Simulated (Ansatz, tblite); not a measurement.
Removing an electron: SnFH3 (SnH₃F). Charge 0, multiplicity 1. Geometry: B3LYP-D4/def2-TZVP. Ansatz, gas phase; energy differences of separate SCF runs; the oxidised species was run as a doublet alone.

```xyz
5

Sn   -0.023    0.071    0.107
F     0.316   -0.985   -1.487
H    -0.743    1.504   -0.471
H     1.516    0.304    0.804
H    -1.067   -0.895    1.048
```

In the def2 sets Sn takes a core potential; there is no spin–orbit coupling. The xTB rows come from tblite. Correlated methods freeze 5 core orbitals; core or outer-core shells of Sn are correlated, in sets that lack core-valence functions. In CCSD on the charge 1 doublet the largest single amplitude is 0.21, so its Hartree–Fock determinant may place the open shell otherwise than the density functionals do. HOMO above LUMO, or a gap near zero within one spin, warns that the state may not be the lowest or that an electron is smeared out.

| level | −HOMO (eV) | vertical IE (eV) | −LUMO (eV) | HOMO–LUMO gap (eV) | remarks |
| --- | --- | --- | --- | --- | --- |
| HF/def2-TZVPP | – | 11.61 | – | – | spin-contaminated (⟨S²⟩ 0.85) (+1 doublet) |
| r2SCAN-D4/def2-TZVP | 8.27 | 11.53 | 1.26 | 7.01 | gap within one spin near zero (+1 doublet) |
| PBE0-D4/def2-TZVP | 9.38 | 11.76 | 0.86 | 8.52 | – |
| CCSD/def2-TZVPP | – | 12.14 | – | – | spin-contaminated (⟨S²⟩ 0.85) (+1 doublet) |

(1) Estimate the rows for GFN1-xTB, GFN2-xTB, MP2/def2-TZVPP, CCSD(T)/def2-TZVPP.

Results:

(1) 
```csv
level,−HOMO (eV),vertical IE (eV),−LUMO (eV),HOMO–LUMO gap (eV),remarks
GFN1-xTB,12.94,16.45,5.77,7.17,–
GFN2-xTB,12.32,15.64,6.12,6.19,–
MP2/def2-TZVPP,–,12.17,–,–,spin-contaminated (⟨S²⟩ 0.85) (+1 doublet)
CCSD(T)/def2-TZVPP,–,12.06,–,–,spin-contaminated (⟨S²⟩ 0.85) (+1 doublet)
```

Relaxing the oxidised species (B3LYP-D4/def2-TZVP) changes its energy by -0.78 eV at PBE0-D4/def2-TZVP, so the adiabatic ionisation energy to this nearest minimum is 10.97 eV. On the way the bond Sn1–H3 breaks.  Run but left out: PBE-D4/def2-TZVP (charge +1 doublet: an occupied level 0.15 eV above an empty one).  Raw xTB energy differences between charge states are shifted by several eV; the methods need an empirical correction for them.
